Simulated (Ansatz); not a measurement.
`O/C=C\Cl` and `O/C([SiH3])=C\Cl` differ in one atom or group.

Ansatz, PBE0-D4/def2-TZVP geometries, multiplicity 1. Each molecule was computed in one conformer, which needn't be the lowest.

```json
{"property": "HOMO–LUMO gap (B3LYP/def2-TZVPP) / eV", "`O/C=C\\Cl`": "6.77"}
{"property": "LUMO energy (ωB97M-V/def2-TZVPP) / eV", "`O/C=C\\Cl`": "2.59"}
{"property": "size of the dipole moment (ωB97M-V/def2-TZVPP) / D", "`O/C=C\\Cl`": "0.72"}
{"property": "HOMO energy (B3LYP/def2-TZVPP) / eV", "`O/C=C\\Cl`": "-6.59"}
{"property": "LUMO energy (PBE/def2-TZVPP) / eV", "`O/C=C\\Cl`": "-0.56"}
{"property": "size of the dipole moment (B3LYP/def2-TZVPP) / D", "`O/C=C\\Cl`": "0.70"}
```

(1) Give the same properties after the change, and the shifts. (Estimate.)

## Answers

(1) Computed: 
```json
{"property": "HOMO–LUMO gap (B3LYP/def2-TZVPP) / eV", "`O/C([SiH3])=C\\Cl`": "6.27", "shift": "-0.50"}
{"property": "LUMO energy (ωB97M-V/def2-TZVPP) / eV", "`O/C([SiH3])=C\\Cl`": "1.85", "shift": "-0.74"}
{"property": "size of the dipole moment (ωB97M-V/def2-TZVPP) / D", "`O/C([SiH3])=C\\Cl`": "0.59", "shift": "-0.13"}
{"property": "HOMO energy (B3LYP/def2-TZVPP) / eV", "`O/C([SiH3])=C\\Cl`": "-6.71", "shift": "-0.12"}
{"property": "LUMO energy (PBE/def2-TZVPP) / eV", "`O/C([SiH3])=C\\Cl`": "-1.17", "shift": "-0.61"}
{"property": "size of the dipole moment (B3LYP/def2-TZVPP) / D", "`O/C([SiH3])=C\\Cl`": "0.58", "shift": "-0.12"}
```

With PBE0 the HOMO falls by 0.13 eV and the LUMO falls by 0.67 eV, so the gap narrows by about 0.54 eV. PBE moves the HOMO by -0.16 eV and ωB97M-V by -0.11 eV. Dipoles are sizes alone; their direction can turn.

B3LYP here is the variant with VWN-RPA as its local correlation; programs differ in this.
